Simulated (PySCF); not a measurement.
CH8FNSi2, SMILES [SiH2](CF)[SiH2]N.

The structure is a stationary point at ωB97X-D3(BJ)/def2-SVP. The structure was generated by enumeration, and PubChem lists no compound with its InChIKey, so it may never have been made. The values are those of a single conformer.

These are ωB97X/def2-TZVP (PySCF) values and carry that method's errors.

Gas-phase values at a fixed geometry.

| Item | Result |
|---|---|
| total energy | -776.55818 hartree |
| highest occupied level | -9.72 eV |
| lowest empty level | 1.66 eV |
| orbital gap | 11.38 eV |
| dipole moment | 0.78 D |
| quadrupole, principal values (traceless, Buckingham form, about the centre of nuclear charge) | -6.22, -1.36, 7.58 D·Å |
| mean static polarisability | 74.8 bohr³ (11.08 Å³) |
| polarisability, principal values | 66.1, 74.2, 84.0 bohr³ |
